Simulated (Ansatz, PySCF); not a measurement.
CHBrClF, SMILES F[C@H](Cl)Br.

Geometry optimised at B3LYP-D3(BJ)/def2-SVP.

Vertical ionisation energy (IE) and electron affinity (EA) in eV. Rows of orbital energies are one-electron estimates. Where ΔSCF, EOM or ADC give a negative EA the extra electron is unbound and the value depends on the basis.

| level | IE | EA |
|---|---|---|
| −ε(HOMO), −ε(LUMO), M06-2X/def2-TZVPD (PySCF) | 9.92 | 0.50 |
| −ε(HOMO), −ε(LUMO), PBE/def2-TZVPD (PySCF) | 7.33 | 2.29 |
| ΔSCF, CAM-B3LYP/def2-SVPD (Ansatz), final states of multiplicity 2 and 2 | 11.26 | -0.50 |
| ΔSCF, PBE/def2-SVPD (Ansatz), final states of multiplicity 2 and 2 | 10.74 | -0.37 |

Question: What vertical singlet–triplet gap does ΔSCF give with CAM-B3LYP/def2-SVPD (Ansatz, a program for electronic structure) and with PBE/def2-SVPD (Ansatz)? (Estimate from the structure and the level; the computed values follow.)

Answer: 5.28 and 5.04 eV (triplet above singlet where positive).
